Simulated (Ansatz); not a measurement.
`[F][GeH2][InH2]` + HI → `[F][GeH2][I]` + `[InH3]` at 700 K and 1 bar (cleavage of the Ge–In bond).

Program: Ansatz. Geometries: PBE0-D4/def2-TZVP. ΔE: electronic, gas phase. CCSD(T)/CBS is the MP2 limit (def2-TZVPP, def2-QZVPP) plus CCSD(T) − MP2 in def2-TZVPP, frozen cores. def2 core potentials past Kr. For Ge, I, In outer-core shells are correlated without core-valence functions, which leaves a few kJ/mol of doubt a bond. Scalar relativity is left out up to krypton.

```
          species  CCSD(T)/CBS energy (Eh)  H − E (kJ/mol)  S (J/(mol·K))
`[F][GeH2][InH2]`              -2368.13046           142.2          444.5
               HI               -298.03592            34.6          231.7
   `[F][GeH2][I]`              -2474.61172            95.9          381.7
         `[InH3]`               -191.56739            77.3          275.7
```

H − E and S are ideal-gas, rigid-rotor, harmonic terms from PBE0-D4/def2-TZVP. 1 Eh = 2625.50 kJ/mol, R = 8.31446 J/(mol·K).

By hand: ΔE, ΔH, ΔS and ΔG.

ΔE = (-2474.61172) + (-191.56739) − (-2368.13046) − (-298.03592) = -0.01273 Eh = -33.4 kJ/mol. Δ(H − E) = 95.9 + 77.3 − 142.2 − 34.6 = -3.6, so ΔH = -37.0 kJ/mol. ΔS = 381.7 + 275.7 − 444.5 − 231.7 = -18.8 J/(mol·K). ΔG = -37.0 − 700 × (-18.8)/1000 = -23.8 kJ/mol.

By hand: the equilibrium constant, and the temperature at which ΔG would vanish if ΔH and ΔS stayed fixed.

log₁₀ K = −ΔG/(RT ln 10) = 1.8. ΔG = 0 at ΔH/ΔS = 1968 K, though so small a ΔS makes that figure unsure.

TΔS isn't small against ΔH here. A doubt of 5 kJ/mol in ΔE shifts log₁₀ K by 0.4 here. These are equilibria of isolated gas molecules and say nothing of rates. Largest T1 diagnostic: 0.014 (customary marks: 0.02 for closed shells, 0.045 for open ones).
